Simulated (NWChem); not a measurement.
System meant: C3H7O2, doublet; SMILES [C](O)(C)CO

Input file for NWChem:

```
start job
memory heap 200 mb stack 900 mb global 1100 mb
geometry units angstroms noautoz
  C     -1.273860    -1.106004     0.097599
  C      0.046543    -0.537511    -0.272132
  O      1.081227    -1.067702     0.452943
  C      0.185154     0.887372    -0.683959
  O     -0.106533     1.809774     0.351906
  H     -1.629019    -0.726524     1.076221
  H     -2.035459    -0.840431    -0.649876
  H     -1.216336    -2.202488     0.171660
  H      1.910481    -0.710799     0.112884
  H     -0.517327     1.113698    -1.500677
  H      1.207828     1.055171    -1.090097
  H      0.402722     1.540496     1.124612
end
basis spherical
  * library def2-svp
end
dft
  odft
  mult 3
  xc pbe0
  iterations 150
  mulliken
end
task dft energy
```

End of the output:

```
 Summary of "ao basis" -> "" (spherical)
 ------------------------------------------------------------------------------
       Tag                 Description            Shells   Functions and Types
 ---------------- ------------------------------  ------  ---------------------
 *                          def2-svp                  on all atoms

                                 NWChem DFT Module
                                 -----------------

 Summary of "ao basis" -> "ao basis" (spherical)
 ------------------------------------------------------------------------------
       Tag                 Description            Shells   Functions and Types
 ---------------- ------------------------------  ------  ---------------------
 C                          def2-svp                 6       14   3s2p1d
 O                          def2-svp                 6       14   3s2p1d
 H                          def2-svp                 3        5   2s1p

 Summary of "ao basis" -> "ao basis" (spherical)
 ------------------------------------------------------------------------------
       Tag                 Description            Shells   Functions and Types
 ---------------- ------------------------------  ------  ---------------------
 C                          def2-svp                 6       14   3s2p1d
 O                          def2-svp                 6       14   3s2p1d
 H                          def2-svp                 3        5   2s1p

  number of electrons :                   41
  multiplicity        :                    3
 ------------------------------------------------------------------------
  no. of electrons and multiplicity not compatible                  41
 ------------------------------------------------------------------------
 ------------------------------------------------------------------------
  current input line :
    27: task dft energy
 ------------------------------------------------------------------------
 ------------------------------------------------------------------------
 There is an error in the input file
 ------------------------------------------------------------------------
 For more information see the NWChem manual at https://nwchemgit.github.io

0: no. of electrons and multiplicity not compatible:Received an Error in Communication
```

Q: Can this run be used? If not, why, and what is the fix?

A: The program refused the input. Cause: the multiplicity doesn't fit the number of electrons (an even count wants an odd multiplicity, and the reverse). This input runs:
```
start job
memory heap 200 mb stack 900 mb global 1100 mb
geometry units angstroms noautoz
  C     -1.273860    -1.106004     0.097599
  C      0.046543    -0.537511    -0.272132
  O      1.081227    -1.067702     0.452943
  C      0.185154     0.887372    -0.683959
  O     -0.106533     1.809774     0.351906
  H     -1.629019    -0.726524     1.076221
  H     -2.035459    -0.840431    -0.649876
  H     -1.216336    -2.202488     0.171660
  H      1.910481    -0.710799     0.112884
  H     -0.517327     1.113698    -1.500677
  H      1.207828     1.055171    -1.090097
  H      0.402722     1.540496     1.124612
end
basis spherical
  * library def2-svp
end
dft
  odft
  mult 2
  xc pbe0
  iterations 150
  mulliken
end
task dft energy
```
It converges to -268.41248 Ha (PBE0/def2-SVP, spin-unrestricted).
